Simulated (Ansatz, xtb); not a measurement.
**Relative energy of two structures of BClH2OSi2**

Structure a is a singlet given by its coordinates and structure b is a singlet given by its coordinates. Both are isolated molecules in the gas phase, relaxed with B3LYP/6-31G*.

a (Å):

```yaml
atoms:
  - { symbol: B, position_ang: [-1.1964, -1.3230, 0.5037] }
  - { symbol: Cl, position_ang: [-2.8169, -3.6777, -1.4307] }
  - { symbol: O, position_ang: [-0.1156, -1.0745, -0.2770] }
  - { symbol: Si, position_ang: [0.1324, -0.0154, 1.1138] }
  - { symbol: Si, position_ang: [-2.7803, -2.5324, 0.3231] }
  - { symbol: H, position_ang: [-4.0243, -1.7192, 0.3475] }
  - { symbol: H, position_ang: [-2.8100, -3.4772, 1.4701] }
```

Close contacts (Å): B1–O3 1.36, B1–Si4 1.96, B1–Si5 2.00, Cl2–Si5 2.10, O3–Si4 1.77, Si5–H6 1.49, Si5–H7 1.49.

b (Å):

```yaml
atoms:
  - { symbol: B, position_ang: [-2.8044, 0.1002, 0.4850] }
  - { symbol: Cl, position_ang: [-0.3693, 2.0128, -2.1639] }
  - { symbol: O, position_ang: [-3.9691, 0.4032, 0.6027] }
  - { symbol: Si, position_ang: [-0.3654, -0.1008, -2.1924] }
  - { symbol: Si, position_ang: [-0.9013, -0.4050, 0.1796] }
  - { symbol: H, position_ang: [-0.0560, 0.4463, 1.0621] }
  - { symbol: H, position_ang: [-0.7552, -1.8290, 0.5945] }
```

Close contacts (Å): B1–O3 1.21, B1–Si5 1.99, Cl2–Si4 2.11, Si4–Si5 2.45, Si5–H6 1.49, Si5–H7 1.49.

**Question.** Estimate E(b) − E(a) at the level CCSD(T)/def2-SVP + ΔMP2/def2-TZVPP.

**Answer.** Calculated at CCSD(T)/def2-SVP + ΔMP2/def2-TZVPP: E(b) − E(a) = −27.1 kJ/mol, so structure b lies lower.

The same difference at several levels:

| level | geometry | E(b) − E(a) (kJ/mol) | departure from the last row (kJ/mol) | job, with rough time for the two |
| --- | --- | --- | --- | --- |
| B3LYP/6-31G* | B3LYP/6-31G* | −33.7 | −6.6 | optimisation, 2 min |
| HF/def2-SVP | B3LYP/6-31G* | −46.3 | −19.2 | part of the CCSD(T) run |
| MP2/def2-SVP | B3LYP/6-31G* | −46.1 | −18.9 | part of the CCSD(T) run |
| CCSD(T)/def2-SVP | B3LYP/6-31G* | −49.4 | −22.2 | single point |
| CCSD(T)/def2-SVP + ΔMP2/def2-TZVPP | B3LYP/6-31G* | −27.1 |  | single point, 34 s |

The levels shown agree on the order. The largest departure from CCSD(T)/def2-SVP + ΔMP2/def2-TZVPP is that of CCSD(T)/def2-SVP, 22.2 kJ/mol. Levels run at GFN2-xTB geometries aren't shown. The last row adds to CCSD(T) the change of the MP2 difference between the two basis sets, here +22.2 kJ/mol, a large step that makes the value less sure.

With harmonic frequencies from B3LYP/6-31G* (ideal gas, rigid rotor, one conformer each, 298.15 K, 1 atm): on the last row, ΔE + ΔZPE = −29.6 kJ/mol. A mode under 50 cm⁻¹ makes harmonic enthalpies and free energies unreliable, so none is given.

The correlated steps freeze 17 core orbitals. Run with Ansatz 0.2.0; the last row on 1 thread of Arm Neoverse V1 on a shared host.
